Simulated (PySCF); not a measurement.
PySCF input for CH₇NSi₃, SMILES [SiH3][Si@@H]1[SiH2]C=N1, TDDFT-PBE/def2-SVPD. The structure is a stationary point at PBE-D3(BJ)/def2-SVP. The structure was generated by enumeration; whether it is a known compound was not checked.

```python
import numpy as np
from pyscf import gto, scf, dft, tdscf

mol = gto.M(
    atom='''
    Si    2.21589083    0.77238170    0.04887161
    Si    0.37628794   -0.68312950    0.19965509
    N    -0.82813639   -0.09087866    1.44996362
    C    -1.85579421    0.22769759    0.72229237
    Si   -1.52364718   -0.23732045   -1.13091690
    H     1.71557173    2.16961942   -0.20106442
    H     3.03606885    0.75897241    1.31092643
    H     3.08892667    0.35500649   -1.10561825
    H     0.82484773   -2.09886634    0.45964520
    H    -2.75902549    0.67590849    1.20432258
    H    -2.36271260   -1.38440096   -1.63822838
    H    -1.57139907    0.86668118   -2.16002021
    ''',
    basis='def2-SVPD',
    charge=0,
    spin=0,
    max_memory=1600,
    verbose=4,
)
mf = dft.RKS(mol, xc='pbe').density_fit(auxbasis='def2-universal-jkfit')
mf.grids.level = 3
mf.conv_tol = 1e-9
mf.max_cycle = 100
mf.kernel()
mf.grids = dft.Grids(mol).set(level=1).build(with_non0tab=True)  # coarser grid for the response kernel
td = tdscf.TDDFT(mf)
td.singlet = True
td.nstates = 10
td.conv_tol = 1e-4
td.positive_eig_threshold = 1e-6
td.kernel(x0=td.get_init_guess(mf, 15))
td.analyze()
tt = tdscf.TDA(mf)
tt.singlet = False
tt.nstates = 4
tt.conv_tol = 1e-4
tt.positive_eig_threshold = 1e-6
tt.kernel(x0=tt.get_init_guess(mf, 9))
tt.analyze(verbose=3)
```

Program output:

```
PySCF version 2.14.0

[INPUT] verbose = 4
[INPUT] num. atoms = 12
[INPUT] num. electrons = 62
[INPUT] charge = 0
[INPUT] spin (= nelec alpha-beta = 2S) = 0
[INPUT] symmetry False subgroup None
[INPUT] Mole.unit = angstrom
[INPUT] Symbol           X                Y                Z      unit          X                Y                Z       unit  Magmom
[INPUT]  1 Si     2.215890830000   0.772381700000   0.048871610000 AA    4.187426790635   1.459589876626   0.092353958167 Bohr   0.0
[INPUT]  2 Si     0.376287940000  -0.683129500000   0.199655090000 AA    0.711081150577  -1.290927662611   0.377293439475 Bohr   0.0
[INPUT]  3 N     -0.828136390000  -0.090878660000   1.449963620000 AA   -1.564950970886  -0.171735777967   2.740034132383 Bohr   0.0
[INPUT]  4 C     -1.855794210000   0.227697590000   0.722292370000 AA   -3.506942800454   0.430286084324   1.364934761163 Bohr   0.0
[INPUT]  5 Si    -1.523647180000  -0.237320450000  -1.130916900000 AA   -2.879275880666  -0.448470654259  -2.137123210642 Bohr   0.0
[INPUT]  6 H      1.715571730000   2.169619420000  -0.201064420000 AA    3.241960716746   4.099986498338  -0.379956687195 Bohr   0.0
[INPUT]  7 H      3.036068850000   0.758972410000   1.310926430000 AA    5.737338621823   1.434249991001   2.477291922154 Bohr   0.0
[INPUT]  8 H      3.088926670000   0.355006490000  -1.105618250000 AA    5.837225425165   0.670865038543  -2.089315690821 Bohr   0.0
[INPUT]  9 H      0.824847730000  -2.098866340000   0.459645200000 AA    1.558736304169  -3.966282554668   0.868603542471 Bohr   0.0
[INPUT] 10 H     -2.759025490000   0.675908490000   1.204322580000 AA   -5.213802546794   1.277281931368   2.275839841830 Bohr   0.0
[INPUT] 11 H     -2.362712600000  -1.384400960000  -1.638228380000 AA   -4.464879725059  -2.616138660985  -3.095802967690 Bohr   0.0
[INPUT] 12 H     -1.571399070000   0.866681180000  -2.160020210000 AA   -2.969513874696   1.637790067515  -4.081846620426 Bohr   0.0

nuclear repulsion = 322.854698406062
number of shells = 74
number of NR pGTOs = 256
number of NR cGTOs = 168
basis = def2-SVPD
ecp = {}


******** <class 'pyscf.df.df_jk.DFRKS'> ********
method = DFRKS
initial guess = minao
damping factor = 0
level_shift factor = 0
DIIS = <class 'pyscf.scf.diis.CDIIS'>
diis_start_cycle = 1
diis_space = 8
diis_damp = 0
SCF conv_tol = 1e-09
SCF conv_tol_grad = None
SCF max_cycles = 100
direct_scf = False
XC library pyscf.dft.libxc version 7.1.2
    S. Lehtola, C. Steigemann, M. J. T. Oliveira, and M. A. L. Marques,  SoftwareX 7, 1–5 (2018)
XC functionals = pbe
    J. P. Perdew, K. Burke, and M. Ernzerhof,  Phys. Rev. Lett. 77, 3865 (1996)
    J. P. Perdew, K. Burke, and M. Ernzerhof,  Phys. Rev. Lett. 78, 1396 (1997)
    J. P. Perdew, K. Burke, and M. Ernzerhof,  Phys. Rev. Lett. 77, 3865 (1996)
    J. P. Perdew, K. Burke, and M. Ernzerhof,  Phys. Rev. Lett. 78, 1396 (1997)
radial grids:
    Treutler-Ahlrichs [JCP 102, 346 (1995); DOI:10.1063/1.469408] (M4) radial grids

becke partition: Becke, JCP 88, 2547 (1988); DOI:10.1063/1.454033
pruning grids: <function nwchem_prune>
grids dens level: 3
symmetrized grids: False
atomic radii adjust function: <function treutler_atomic_radii_adjust>
small_rho_cutoff = 0
Set gradient conv threshold to 3.16228e-05
Initial guess from minao.
tot grids = 154216
init E= -964.647552378868
  HOMO = -0.269942006743528  LUMO = -0.133872253124191  gap/eV = 3.70265
cycle= 1 E= -964.556797931003  delta_E= 0.0908  |g|= 0.37  |ddm|= 4.55
  HOMO = -0.119267267731587  LUMO = -0.0564866424526764  gap/eV = 1.70835
cycle= 2 E= -964.32589676759  delta_E= 0.231  |g|= 0.992  |ddm|= 4.09
  HOMO = -0.204350316521329  LUMO = -0.0847445351168372  gap/eV = 3.25464
cycle= 3 E= -964.589226602185  delta_E= -0.263  |g|= 0.144  |ddm|=  3.1
  HOMO = -0.207900650015655  LUMO = -0.0947032751259069  gap/eV = 3.08026
cycle= 4 E= -964.592657546008  delta_E= -0.00343  |g|= 0.0864  |ddm|= 0.24
  HOMO = -0.204914816136293  LUMO = -0.0885726883183162  gap/eV = 3.16583
cycle= 5 E= -964.594801433679  delta_E= -0.00214  |g|= 0.0124  |ddm|= 0.145
  HOMO = -0.20627182035765  LUMO = -0.0902281595188796  gap/eV = 3.15771
cycle= 6 E= -964.594859233167  delta_E= -5.78e-05  |g|= 0.00475  |ddm|= 0.0374
  HOMO = -0.205779417819179  LUMO = -0.0897616723342334  gap/eV = 3.15700
cycle= 7 E= -964.594868461081  delta_E= -9.23e-06  |g|= 0.000936  |ddm|= 0.0116
  HOMO = -0.205760369508114  LUMO = -0.0897491908130461  gap/eV = 3.15682
cycle= 8 E= -964.594868805926  delta_E= -3.45e-07  |g|= 0.000193  |ddm|= 0.00282
  HOMO = -0.20576253823745  LUMO = -0.0897497362357305  gap/eV = 3.15687
cycle= 9 E= -964.594868822957  delta_E= -1.7e-08  |g|= 4.31e-05  |ddm|= 0.000621
  HOMO = -0.205764121038329  LUMO = -0.0897509981869309  gap/eV = 3.15688
cycle= 10 E= -964.594868823709  delta_E= -7.52e-10  |g|= 1.17e-05  |ddm|= 0.000155
  HOMO = -0.205765875838841  LUMO = -0.0897523731380958  gap/eV = 3.15689
Extra cycle  E= -964.594868823658  delta_E= 5.09e-11  |g|= 1.63e-05  |ddm|= 6.29e-05
converged SCF energy = -964.594868823658
tot grids = 46840
Overwritten attributes  positive_eig_threshold  of <class 'pyscf.tdscf.rks.CasidaTDDFT'>


******** <class 'pyscf.tdscf.rks.CasidaTDDFT'> for <class 'pyscf.df.df_jk.DFRKS'> ********
nstates = 10 singlet
deg_eia_thresh = 1.000e-03
wfnsym = None
conv_tol = 0.0001
eigh lindep = 1e-12
eigh level_shift = 0
eigh max_cycle = 100


Excitation energies (eV)
[3.45437747 4.15068484 4.26142933 4.52466242 4.85084516 5.11932394
 5.20329042 5.47800119 5.52187549 5.74001151]

** Singlet excitation energies and oscillator strengths **
Excited State   1:      3.45438 eV    358.92 nm  f=0.0006
      31 -> 32        0.70508
Excited State   2:      4.15068 eV    298.71 nm  f=0.0037
      31 -> 33        0.69899
Excited State   3:      4.26143 eV    290.95 nm  f=0.0037
      30 -> 32       -0.70365
Excited State   4:      4.52466 eV    274.02 nm  f=0.0023
      31 -> 34        0.69568
Excited State   5:      4.85085 eV    255.59 nm  f=0.0015
      31 -> 35        0.70237
Excited State   6:      5.11932 eV    242.19 nm  f=0.0029
      30 -> 33       -0.11864
      31 -> 36        0.68952
Excited State   7:      5.20329 eV    238.28 nm  f=0.0057
      28 -> 32        0.14367
      29 -> 32        0.65192
      30 -> 33       -0.14742
      31 -> 36       -0.10047
Excited State   8:      5.47800 eV    226.33 nm  f=0.0413
      30 -> 33        0.47559
      30 -> 34        0.33146
      31 -> 37        0.35381
Excited State   9:      5.52188 eV    224.53 nm  f=0.0423
      30 -> 33       -0.25838
      30 -> 34       -0.19407
      31 -> 37        0.60780
Excited State  10:      5.74001 eV    216.00 nm  f=0.0997
      28 -> 32        0.11127
      29 -> 33        0.15601
      30 -> 33        0.30226
      30 -> 34       -0.49426
      31 -> 38        0.30707

** Transition electric dipole moments (AU) **
state          X           Y           Z        Dip. S.      Osc.
  1         0.0717      0.0440     -0.0238      0.0076      0.0006
  2        -0.1782      0.0231      0.0615      0.0361      0.0037
  3        -0.1695      0.0073      0.0810      0.0354      0.0037
  4        -0.1425      0.0210      0.0147      0.0210      0.0023
  5        -0.0052     -0.0782     -0.0808      0.0127      0.0015
  6         0.0855     -0.0383      0.1193      0.0230      0.0029
  7         0.1528     -0.0462     -0.1379      0.0445      0.0057
  8         0.5375      0.0455      0.1303      0.3080      0.0413
  9        -0.5347      0.0395     -0.1589      0.3127      0.0423
 10         0.7968      0.0970      0.2542      0.7089      0.0997

** Transition velocity dipole moments (imaginary part, AU) **
state          X           Y           Z        Dip. S.      Osc.
  1         0.0087      0.0033     -0.0035      0.0001      0.0005
  2        -0.0305      0.0042      0.0112      0.0011      0.0047
  3        -0.0265      0.0004      0.0142      0.0009      0.0039
  4        -0.0243      0.0036      0.0050      0.0006      0.0025
  5         0.0006     -0.0164     -0.0147      0.0005      0.0018
  6         0.0156     -0.0069      0.0235      0.0008      0.0030
  7         0.0270     -0.0089     -0.0292      0.0017      0.0058
  8         0.1136      0.0091      0.0285      0.0138      0.0457
  9        -0.1120      0.0076     -0.0336      0.0137      0.0451
 10         0.1742      0.0207      0.0561      0.0339      0.1072

** Transition magnetic dipole moments (imaginary part, AU) **
state          X           Y           Z
  1        -1.0947      0.3510     -0.2687
  2        -0.1667     -0.2886      0.0391
  3         0.2035      0.2505      0.1027
  4         0.4574      1.4334     -0.1637
  5         0.3066      0.3433     -0.2213
  6        -0.1148     -0.8374      0.0978
  7        -0.1224     -0.6927      0.0743
  8         0.0747      0.7385     -0.3573
  9        -0.2137     -0.5280      0.3899
 10         0.1494      0.3943     -0.2627
Overwritten attributes  positive_eig_threshold  of <class 'pyscf.tdscf.rks.TDA'>


******** <class 'pyscf.tdscf.rks.TDA'> for <class 'pyscf.df.df_jk.DFRKS'> ********
nstates = 4 triplet
deg_eia_thresh = 1.000e-03
wfnsym = None
conv_tol = 0.0001
eigh lindep = 1e-12
eigh level_shift = 0
eigh max_cycle = 100


Excitation energies (eV)
[2.75847181 3.96992547 4.01944394 4.27211854]

** Triplet excitation energies and oscillator strengths **
Excited State   1:      2.75847 eV    449.47 nm  f=0.0000
Excited State   2:      3.96993 eV    312.31 nm  f=0.0000
Excited State   3:      4.01944 eV    308.46 nm  f=0.0000
Excited State   4:      4.27212 eV    290.22 nm  f=0.0000
```

The run converged.
